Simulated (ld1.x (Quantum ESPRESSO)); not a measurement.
# Varying the TM potential for bismuth

Base potential:

ld1.x (Quantum ESPRESSO) 7.5 input, shortened:

```
&input
   title='Bi', zed=83., rel=1, dft='PBE', iswitch=3,
   config='[Xe] 4f14 5d10 6s2 6p3'
 /
 &inputp
   pseudotype=2, tm=.true., lloc=-1, rcloc=1.10,
   nlcc=.true., rcore=1.15
 /
3
6S  1  0   2.00   0.00  1.95  1.95  0.0
6P  2  1   3.00   0.00  2.35  2.35  0.0
5D  3  2  10.00   0.00  1.35  1.35  0.0
 &test
   configts(1)='5d10 6s2 6p3'
 /
```

Cutoffs, loose and tight: the cutoffs (Ry, on a coarse ladder) from which the occupation-weighted sum of valence levels, in a spherical-Bessel basis at the reference potential, stays within 10 and 1 mRy of its value at 400 Ry. They do not see the model core or the augmentation charge, which bear on the density cutoff. Test errors are all-electron minus pseudo excitation energies from the reference, over the configurations 5d10 6s2 6p2; 5d10 6s2 6p1; 5d10 6s2 6p0; 5d10 6s1 6p0; 5d10 6s2 6p2.5; 5d10 6s0 6p5; 5d10 6s2 6p3.3. A dash means not determined; rows that change the core or the reference have their own tests. The largest error is taken over the tests solved by every variant that gives reliable tests at all: 5d10 6s0 6p5; 5d10 6s2 6p2.5; 5d10 6s2 6p3.3.

A true bound ghost makes a file unfit for plane-wave use even where its test errors are small: the radial tests pick states by their node count and pass the ghost by. Where a test does run into it, the solver fails or the error is huge.

| change | outcome | cutoff, loose | cutoff, tight | bound ghosts | largest test error (meV) |
| --- | --- | --- | --- | --- | --- |
| base | generated | 55 Ry | 100 Ry | s, p | -19 |
| all radii but the core radius scaled by about 0.76 (s 1.48, p 1.78, d 1.02 bohr); local potential all-electron potential smoothed inside 0.82 bohr (lloc = -1) | generated | 100 Ry | 230 Ry | s, p | +39 |
| all radii but the core radius scaled by about 0.85 (s 1.66, p 2.00, d 1.14 bohr); local potential all-electron potential smoothed inside 0.94 bohr (lloc = -1) | generated | 90 Ry | 120 Ry | s, p | +2.2 |
| all radii but the core radius scaled by about 0.92 (s 1.80, p 2.18, d 1.24 bohr); local potential all-electron potential smoothed inside 1.02 bohr (lloc = -1) | generated | 90 Ry | 110 Ry | s, p | -14 |
| all radii but the core radius scaled by about 1.11 (s 2.16, p 2.60, d 1.50 bohr); local potential all-electron potential smoothed inside 1.22 bohr (lloc = -1) | generated | 55 Ry | 90 Ry | s, p | -21 |
| all radii but the core radius scaled by about 1.19 (s 2.32, p 2.80, d 1.60 bohr); local potential all-electron potential smoothed inside 1.30 bohr (lloc = -1) | generated | 60 Ry | 90 Ry | s, p | -18 |
| all radii but the core radius scaled by about 1.30 (s 2.52, p 3.04, d 1.76 bohr); local potential all-electron potential smoothed inside 1.42 bohr (lloc = -1) | generated | 55 Ry | 90 Ry | s, p | -41 |
| all radii but the core radius scaled by about 1.39 (s 2.70, p 3.26, d 1.88 bohr); local potential all-electron potential smoothed inside 1.52 bohr (lloc = -1) | generated | 55 Ry | 90 Ry | s, p | -65 |

Reading the sweep of the scale of all radii but the core radius (base = 1) (base included, trends over the rows without a ghost): Bound ghosts are found at 0.76, 0.85, 0.92, 1, 1.11, 1.19, 1.3, 1.39. Every judged row has one, so this setting neither creates nor removes them.
